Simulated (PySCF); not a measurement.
## GeB and its ions

PBE; Ge def2-TZVPPD, B def2-TZVPPD; no relativity (PySCF 2.14). Neutral (UKS): quartet (σ ↑, π ↑↑), Re = 2.001 Å, ωe = 623 cm⁻¹, De = 3.51 eV, HOMO -5.43 eV, LUMO -4.13 eV.

GeB⁺ (UKS): triplet (σ ↑, π ↑), Re = 2.210 Å, ωe = 447 cm⁻¹, De = 2.75 eV to Ge⁺ + B. The energies at the minima are -2101.34129 hartree for GeB and -2101.02310 for GeB⁺.

Task: Work out the adiabatic ionisation energy, without and with harmonic zero-point energies (1 hartree = 27.2114 eV, 1 eV = 8065.5 cm⁻¹), and the change of the bond length.

Result: At PBE: 0.31819 hartree = 8.658 eV between the minima; the zero-point term (447.0 − 623.0)/2 cm⁻¹ = -0.011 eV makes it 8.647 eV. Re changes by +20.9 pm against the neutral. The electron leaves a π orbital, and the longer bond of the ion fits a bonding orbital, or a change in how ionic the bond is.

GeB⁻ (UKS): triplet (σ ↑, π ↑), Re = 1.933 Å, ωe = 688 cm⁻¹. The energies at the minima are -2101.34129 hartree for GeB and -2101.39492 for GeB⁻.

Task: Work out the adiabatic electron affinity, without and with harmonic zero-point energies (1 hartree = 27.2114 eV, 1 eV = 8065.5 cm⁻¹), and the change of the bond length.

Result: At PBE: 0.05363 hartree = 1.459 eV between the minima; the zero-point term (623.0 − 688.0)/2 cm⁻¹ = -0.004 eV makes it 1.455 eV. Re changes by -6.8 pm against the neutral. The electron enters a π orbital, and the shorter bond of the ion fits a bonding orbital, or a change in how ionic the bond is.

Spin–orbit coupling is left out. For an ion De counts to the pair picked by the measured ionisation energies or electron affinities, which need not be the lowest pair at this level. The highest Kohn–Sham level is positive in this anion. Much of that is self-interaction error, but it also means that the finite basis helps to hold the extra electron. States were picked by a PBE0 search and need not be the measured ground states.
